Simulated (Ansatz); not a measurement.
`BC[SiH2][SiH3]` → `B[SiH2][SiH3]` + `[CH2]` (triplet) at 700 K and 1 bar (formal loss of a carbene).

Gas-phase electronic energies from Ansatz, PBE0-D4/def2-TZVP geometries. CCSD(T)/CBS adds triple-zeta CCSD(T) − MP2 to the extrapolated MP2 energy (def2 sets, frozen cores). This one scheme is used for every species. Triplets are unrestricted, without spin–orbit coupling. Each species was taken in one conformer, which may not be the lowest.

```
          species  CCSD(T)/CBS energy (Eh)  H − E (kJ/mol)  S (J/(mol·K))
 `BC[SiH2][SiH3]`               -646.39812           328.1          509.1
  `B[SiH2][SiH3]`               -607.10947           237.6          448.9
`[CH2]` (triplet)                -39.09499            70.4          226.8
```

H − E and S are ideal-gas, rigid-rotor, harmonic terms from PBE0-D4/def2-TZVP, for one conformer and one mirror image of each species, with the whole ground term of open shells counted as degenerate. 1 Eh = 2625.50 kJ/mol, R = 8.31446 J/(mol·K).

Q: By hand: ΔE, ΔH, ΔS and ΔG.

A: ΔE = (-607.10947) + (-39.09499) − (-646.39812) = 0.19366 Eh = 508.5 kJ/mol. Δ(H − E) = 237.6 + 70.4 − 328.1 = -20.1, so ΔH = 488.4 kJ/mol. ΔS = 448.9 + 226.8 − 509.1 = 166.6 J/(mol·K). ΔG = 488.4 − 700 × (166.6)/1000 = 371.8 kJ/mol.

Q: By hand: the equilibrium constant, and the temperature at which ΔG would vanish if ΔH and ΔS stayed fixed.

A: log₁₀ K = −ΔG/(RT ln 10) = -27.7. ΔG = 0 at ΔH/ΔS = 2932 K, far beyond where these terms or the molecules hold.

The number of gas molecules changes by +1, which sets the sign of ΔS. A doubt of 5 kJ/mol in ΔE shifts log₁₀ K by 0.4 here. Other conformers and mirror images would add mixing entropy, several J/(mol·K) or more a flexible species. Modes under 60 cm⁻¹, often nearly free rotors, make the harmonic entropy too high. A triplet takes part, so the spin changes. These are equilibria of isolated gas molecules and say nothing of rates. Largest T1 diagnostic: 0.014 (customary marks: 0.02 for closed shells, 0.045 for open ones).
